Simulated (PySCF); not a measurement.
Structure problem from calculated spectra and properties.

Formula: C7H3FOS.

| Quantity | Value |
| --- | --- |
| Triplet | lowest triplet excitation (Tamm–Dancoff): 2.69 eV [TDA B3LYP/def2-SVPD] |
| NMR, other nuclei | isotropic shieldings of nuclei other than C and H, by class: -90 (1 O), 145 (1 F), 207 (1 S) ppm [GIAO PBE0/pcSseg-1] |
| Dipole | 4.56 D [B3LYP/def2-SVPD] |
| Rotational structure | rotational constants A, B, C: 3.553, 0.669, 0.563 GHz [GFN2-xTB] |
| UV, first state | lowest singlet excitation: 4.15 eV (299 nm, f = 0.406) [TDDFT B3LYP/def2-SVPD] |
| 1H NMR | chemical shifts (computed TMS as zero) by class: 7.90 (1 H), 7.48 (1 H), 3.63 (1 H) ppm [GIAO PBE0/pcSseg-1] |
| 13C NMR | chemical shifts (computed TMS as zero) by class: 159.4 (1 C), 144.9 (1 C), 143.6 (1 C), 140.5 (1 C), 137.9 (1 C), 100.7 (1 C), 80.8 (1 C) ppm [GIAO PBE0/pcSseg-1] |

Gas-phase values; electronic properties from PySCF, density fitting. Levels stand in brackets. The structure is a single GFN2-xTB conformer in the gas phase; no vibrational or solvent corrections. NMR classes are plain means over equivalent atoms (diastereotopic ones count apart unless rotation or inversion swaps them), as if these changed places fast.

Question: Give a SMILES that accounts for the data.

Answer: Numbering: `[CH:1]#[C:2][c:3]1[cH:4][cH:5][c:6]([C:7](=[O:8])[F:9])[s:10]1`. Its formula, C7H3FOS, gives 6 degrees of unsaturation: 1 ring and 5 π bonds in the structure found (Kekulé form). 7 carbons fall into 7 classes; from least to most shielded: acyl halide carbon [C7] (159.4 ppm), substituted aromatic carbon [C3] (144.9 ppm), aromatic CH carbon [C5] (143.6 ppm), aromatic CH carbon [C4] (140.5 ppm), substituted aromatic carbon [C6] (137.9 ppm), terminal alkyne carbon [C1] (100.7 ppm), alkyne carbon [C2] (80.8 ppm). Hydrogen classes from least to most shielded: 1 H on an aromatic CH carbon, C5 (7.90 ppm), 1 H on an aromatic CH carbon, C4 (7.48 ppm), 1 H on a terminal alkyne carbon, C1 (3.63 ppm). The other shieldings belong to: -90 ppm, carbonyl oxygen [O8]; 145 ppm, acyl fluorine [F9]; 207 ppm, thiophene-type sulfur [S10]. S1 is mainly HOMO→LUMO (weight 0.96); the largest Löwdin shares of the orbital it empties are 0.19 on the terminal alkyne carbon, 0.19 on a substituted aromatic carbon, 0.15 on a substituted aromatic carbon and 0.14 on the alkyne carbon, of the orbital it fills 0.15 on the thiophene-type sulfur, 0.14 on a substituted aromatic carbon, 0.12 on a substituted aromatic carbon and 0.11 on the acyl halide carbon. The optimised geometry has point group Cs and is an asymmetric top. Structure: `C#Cc1ccc(C(=O)F)s1`. The assignments are read from this structure; whether some other isomer fits the data as well wasn't checked.

Conformer computed: `[CH:1]#[C:2][c:3]1[cH:4][cH:5][c:6]([C:7](=[O:8])[F:9])[s:10]1`: C5–C6–C7–O8 180°.
